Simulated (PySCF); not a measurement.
Isomers of C6H8F2O.

All values: PBE0/def2-SVPD (PySCF) at GFN2-xTB geometries, gas phase, one conformer each. Core orbitals are frozen in the response; Δα² is half the sum of the squared differences of the principal polarisabilities.

**Question.** Rank by HOMO energy, highest first.
A. `[O:1]=[C:2]=[C:3]([CH2:4][F:5])[CH2:6][CH2:7][CH2:8][F:9]` with C2–C3–C4–F5 -92°, C2–C3–C6–C7 101°, C3–C6–C7–C8 177°, C6–C7–C8–F9 63°
B. `[CH2:1]=[CH:2]/[CH:3]=[CH:4]/[CH2:5][O:6][CH:7]([F:8])[F:9]` with C1–C2–C3–C4 -179°, C3–C4–C5–O6 -124°, C4–C5–O6–C7 67°, C5–O6–C7–F8 78°
C. `[CH2:1]=[CH:2]/[C:3]([CH3:4])=[CH:5]/[O:6][CH:7]([F:8])[F:9]` with C1–C2–C3–C4 0°, C3–C5–O6–C7 -166°, C5–O6–C7–F8 -160°
D. `[CH3:1][C@@H:2]1[CH:3]=[CH:4][C@H:5]1[O:6][CH:7]([F:8])[F:9]` with C4–C5–O6–C7 -179°, C5–O6–C7–F8 166°
E. `[CH2:1]=[CH:2][CH2:3]/[CH:4]=[CH:5]/[O:6][CH:7]([F:8])[F:9]` with C1–C2–C3–C4 -117°, C2–C3–C4–C5 -113°, C4–C5–O6–C7 -13°, C5–O6–C7–F8 -166°

**Answer.** C (-6.69 eV), A (-7.09 eV), B (-7.27 eV), E (-7.39 eV), D (-7.88 eV).

**Question.** Rank by HOMO–LUMO gap, lowest first.
A. `[CH2:1]=[CH:2][CH2:3]/[CH:4]=[CH:5]/[O:6][CH:7]([F:8])[F:9]` with C1–C2–C3–C4 -117°, C2–C3–C4–C5 -113°, C4–C5–O6–C7 -13°, C5–O6–C7–F8 -166°
B. `[CH2:1]=[CH:2]/[CH:3]=[CH:4]/[CH2:5][O:6][CH:7]([F:8])[F:9]` with C1–C2–C3–C4 -179°, C3–C4–C5–O6 -124°, C4–C5–O6–C7 67°, C5–O6–C7–F8 78°
C. `[CH3:1][C@@H:2]1[CH:3]=[CH:4][C@H:5]1[O:6][CH:7]([F:8])[F:9]` with C4–C5–O6–C7 -179°, C5–O6–C7–F8 166°

**Answer.** B (5.87 eV), A (7.03 eV), C (7.58 eV).

**Question.** Rank by polarisability anisotropy Δα, highest first.
A. `[CH2:1]=[CH:2][C:3](=[CH2:4])[CH2:5][O:6][CH:7]([F:8])[F:9]` with C1–C2–C3–C4 178°, C2–C3–C5–O6 71°, C3–C5–O6–C7 -176°, C5–O6–C7–F8 -57°
B. `[CH2:1]=[CH:2][CH2:3]/[CH:4]=[CH:5]/[O:6][CH:7]([F:8])[F:9]` with C1–C2–C3–C4 -117°, C2–C3–C4–C5 -113°, C4–C5–O6–C7 -13°, C5–O6–C7–F8 -166°
C. `[O:1]=[C:2]=[C:3]([CH2:4][F:5])[CH2:6][CH2:7][CH2:8][F:9]` with C2–C3–C4–F5 -92°, C2–C3–C6–C7 101°, C3–C6–C7–C8 177°, C6–C7–C8–F9 63°
D. `[CH2:1]=[CH:2]/[C:3]([CH3:4])=[CH:5]/[O:6][CH:7]([F:8])[F:9]` with C1–C2–C3–C4 0°, C3–C5–O6–C7 -166°, C5–O6–C7–F8 -160°
E. `[CH3:1][C@@H:2]1[CH:3]=[CH:4][C@H:5]1[O:6][CH:7]([F:8])[F:9]` with C4–C5–O6–C7 -179°, C5–O6–C7–F8 166°
F. `[CH2:1]=[C:2]([CH:3]=[O:4])[C@H:5]([CH3:6])[CH:7]([F:8])[F:9]` with C1–C2–C3–O4 -178°, C1–C2–C5–C6 62°, C2–C5–C7–F8 -53°

**Answer.** D (9.76 Å³), B (6.38 Å³), A (6.11 Å³), C (4.10 Å³), F (3.09 Å³), E (2.86 Å³).

All values together:

| SMILES | μ (D) | HOMO (eV) | LUMO (eV) | α (Å³) | Δα (Å³) |
| --- | --- | --- | --- | --- | --- |
| C=CC(=C)COC(F)F | 1.54 | -7.12 | -1.15 | 12.14 | 6.11 |
| C=C(C=O)[C@H](C)C(F)F | 2.68 | -7.79 | -2.01 | 11.33 | 3.09 |
| O=C=C(CF)CCCF | 2.39 | -7.09 | -1.25 | 11.41 | 4.10 |
| C=C/C=C/COC(F)F | 3.70 | -7.27 | -1.39 | 12.77 | 8.61 |
| C=C/C(C)=C/OC(F)F | 2.33 | -6.69 | -0.89 | 12.84 | 9.76 |
| C[C@@H]1C=C[C@H]1OC(F)F | 3.17 | -7.88 | -0.31 | 11.02 | 2.86 |
| C=CC/C=C/OC(F)F | 2.81 | -7.39 | -0.36 | 12.02 | 6.38 |

Conformers: `[CH2:1]=[CH:2][C:3](=[CH2:4])[CH2:5][O:6][CH:7]([F:8])[F:9]` with C1–C2–C3–C4 178°, C2–C3–C5–O6 71°, C3–C5–O6–C7 -176°, C5–O6–C7–F8 -57°; `[CH2:1]=[C:2]([CH:3]=[O:4])[C@H:5]([CH3:6])[CH:7]([F:8])[F:9]` with C1–C2–C3–O4 -178°, C1–C2–C5–C6 62°, C2–C5–C7–F8 -53°; `[O:1]=[C:2]=[C:3]([CH2:4][F:5])[CH2:6][CH2:7][CH2:8][F:9]` with C2–C3–C4–F5 -92°, C2–C3–C6–C7 101°, C3–C6–C7–C8 177°, C6–C7–C8–F9 63°; `[CH2:1]=[CH:2]/[CH:3]=[CH:4]/[CH2:5][O:6][CH:7]([F:8])[F:9]` with C1–C2–C3–C4 -179°, C3–C4–C5–O6 -124°, C4–C5–O6–C7 67°, C5–O6–C7–F8 78°; `[CH2:1]=[CH:2]/[C:3]([CH3:4])=[CH:5]/[O:6][CH:7]([F:8])[F:9]` with C1–C2–C3–C4 0°, C3–C5–O6–C7 -166°, C5–O6–C7–F8 -160°; `[CH3:1][C@@H:2]1[CH:3]=[CH:4][C@H:5]1[O:6][CH:7]([F:8])[F:9]` with C4–C5–O6–C7 -179°, C5–O6–C7–F8 166°; `[CH2:1]=[CH:2][CH2:3]/[CH:4]=[CH:5]/[O:6][CH:7]([F:8])[F:9]` with C1–C2–C3–C4 -117°, C2–C3–C4–C5 -113°, C4–C5–O6–C7 -13°, C5–O6–C7–F8 -166°.
